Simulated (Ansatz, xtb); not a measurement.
**CH2BFS: which of two isomers lies lower**

Structure X is `FBC=S`, a singlet and structure Y is `FB1CS1`, a singlet. Both are isolated molecules in the gas phase, relaxed with B3LYP-D3(BJ)/def2-SVP, each in the lowest conformer that the search found.

Quicker runs give these differences E(Y) − E(X): GFN2-xTB −15.9 kcal/mol; HF/STO-3G −28.9 kcal/mol (at GFN2-xTB geometries); r2SCAN-D4/def2-SVP −26.7 kcal/mol (at GFN2-xTB geometries).

Question: Estimate E(Y) − E(X) at the level CCSD(T)/def2-TZVPP.

Answer: Calculated at CCSD(T)/def2-TZVPP: E(Y) − E(X) = −19.2 kcal/mol, so structure Y lies lower.

Level by level:

```json
{"level": "GFN2-xTB", "geometry": "GFN2-xTB", "E(Y) − E(X) (kcal/mol)": "−15.9", "departure from the last row (kcal/mol)": "+3.3", "job, with rough time for the two": "optimisation, 0.11 s"}
{"level": "HF/STO-3G", "geometry": "GFN2-xTB", "E(Y) − E(X) (kcal/mol)": "−28.9", "departure from the last row (kcal/mol)": "−9.7", "job, with rough time for the two": "single point, 0.2 s"}
{"level": "r2SCAN-D4/def2-SVP", "geometry": "GFN2-xTB", "E(Y) − E(X) (kcal/mol)": "−26.7", "departure from the last row (kcal/mol)": "−7.4", "job, with rough time for the two": "single point, 2.5 s"}
{"level": "B3LYP-D3(BJ)/def2-SVP", "geometry": "B3LYP-D3(BJ)/def2-SVP", "E(Y) − E(X) (kcal/mol)": "−20.9", "departure from the last row (kcal/mol)": "−1.7", "job, with rough time for the two": "optimisation, 16 s"}
{"level": "HF/def2-TZVPP", "geometry": "B3LYP-D3(BJ)/def2-SVP", "E(Y) − E(X) (kcal/mol)": "−15.2", "departure from the last row (kcal/mol)": "+4.0", "job, with rough time for the two": "part of the CCSD(T) run"}
{"level": "MP2/def2-TZVPP", "geometry": "B3LYP-D3(BJ)/def2-SVP", "E(Y) − E(X) (kcal/mol)": "−22.2", "departure from the last row (kcal/mol)": "−3.0", "job, with rough time for the two": "part of the CCSD(T) run"}
{"level": "CCSD(T)/def2-TZVPP", "geometry": "B3LYP-D3(BJ)/def2-SVP", "E(Y) − E(X) (kcal/mol)": "−19.2", "departure from the last row (kcal/mol)": "", "job, with rough time for the two": "single point, 52 s"}
```

As drawn, Y has 1 C–S, 1 B–S, 1 C–H in place of 1 C=S, 1 B–H. Structure X has no ring, Y a 3-membered ring.

None of the levels shown reverses the order. The largest departure from CCSD(T)/def2-TZVPP is that of HF/STO-3G, 9.7 kcal/mol.

With harmonic frequencies from B3LYP-D3(BJ)/def2-SVP (ideal gas, rigid rotor, one conformer each, 298.15 K, 1 atm): on the last row, ΔE + ΔZPE = −17.7 kcal/mol. A mode under 50 cm⁻¹ makes harmonic enthalpies and free energies unreliable, so none is given.

The correlated steps freeze 8 core orbitals. Programs: Ansatz 0.2.0, xtb 6.7.1; the last row on 2 threads of Arm Neoverse V1 on a shared host.
